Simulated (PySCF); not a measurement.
C2H6Br2Si (SMILES C[Si](C)(Br)Br), singlet, geometry from GFN2-xTB. Base run: PySCF with DF-B3LYP/STO-3G.

The PySCF input:
```python
from pyscf import gto, scf, dft

mol = gto.M(
    atom='''
C     1.341878   -1.926154    0.264325
Si   -0.069693   -0.721441   -0.090572
C    -1.674226   -1.514198   -0.696236
Br    0.619600    0.762732   -1.618393
Br   -0.502855    0.445763    1.770111
H     1.062420   -2.639747    1.034414
H     2.229441   -1.399649    0.607585
H     1.612937   -2.484287   -0.627506
H    -2.438273   -0.762106   -0.878977
H    -2.066648   -2.212361    0.037876
H    -1.516131   -2.056901   -1.624043
''',
    basis='sto-3g',
    charge=0,
    spin=0,
    verbose=4,
    max_memory=1800,
)

mf = dft.RKS(mol)
mf.xc = 'b3lyp'
mf = mf.density_fit(auxbasis='def2-universal-jkfit')
mf.kernel()
```

The job was repeated with other settings on one machine. Differences are taken from the largest basis of the Pople family in the series, which isn't the basis-set limit (6-311G**: -5517.789763 Eh). The cheapest run took very roughly 12 core-seconds.

```json
[
 {"setting": "STO-3G", "basis functions": "61", "cost, times the cheapest (rough)": "1", "difference in total energy (mEh)": "60652.80"},
 {"setting": "3-21G", "basis functions": "87", "cost, times the cheapest (rough)": "1", "difference in total energy (mEh)": "26726.59"},
 {"setting": "6-31G", "basis functions": "97", "cost, times the cheapest (rough)": "2", "difference in total energy (mEh)": "802.68"},
 {"setting": "6-31G*", "basis functions": "122", "cost, times the cheapest (rough)": "2", "difference in total energy (mEh)": "598.90"},
 {"setting": "6-31G**", "basis functions": "140", "cost, times the cheapest (rough)": "2", "difference in total energy (mEh)": "589.31"},
 {"setting": "6-311G**", "basis functions": "186", "cost, times the cheapest (rough)": "3", "difference in total energy (mEh)": "reference"}
]
```

Times come from a shared machine, hold the start-up and are rough. Total energies converge more slowly with the basis than energy differences do.
